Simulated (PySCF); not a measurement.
## Titanium: a sound run and one with changed settings

Sound run: Ti [Ar] 3d2 4s2, Ti+ [Ar] 3d2 4s1. All numbers are calculated (PySCF 2.14, the spin-free X2C one-electron Hamiltonian (Gaussian nucleus), in jorge-DZP-DKH). In the sound run the correlated levels freeze [Ar]. The sound run starts from symmetry-adapted Hartree-Fock orbitals and uses a fine grid where one is needed.

Changed run: basis STO-3G, all-electron and non-relativistic. This setting is unsound on purpose.

```tsv
species	method	sound run (hartree)	changed run (hartree)	converged
Ti	UHF	-852.71654	-839.56346	yes
Ti	PBE	-853.45693	-840.16977	yes
Ti	B3LYP	-853.71495	-840.42808	yes
Ti	MP2	-852.74808	-839.59115	yes
Ti+	UHF	-852.51355	-839.44286	yes
Ti+	PBE	-853.21353	-839.98728	yes
Ti+	B3LYP	-853.46461	-840.23694	yes
Ti+	MP2	-852.52053	-839.44286	yes
```

Ionisation energy of Ti:

| method | sound run (eV) | changed run (eV) |
| --- | --- | --- |
| UHF | 5.524 | 3.282 |
| PBE | 6.623 | 4.966 |
| B3LYP | 6.812 | 5.201 |
| MP2 | 6.192 | 4.035 |
| SCS-MP2 | 6.329 | 4.186 |

A minimal basis cannot let orbitals breathe on ionisation and holds almost no correlation. The Hamiltonian changed with the basis, so the totals do not compare.

For comparison, NIST gives 6.828 eV between the lowest levels.
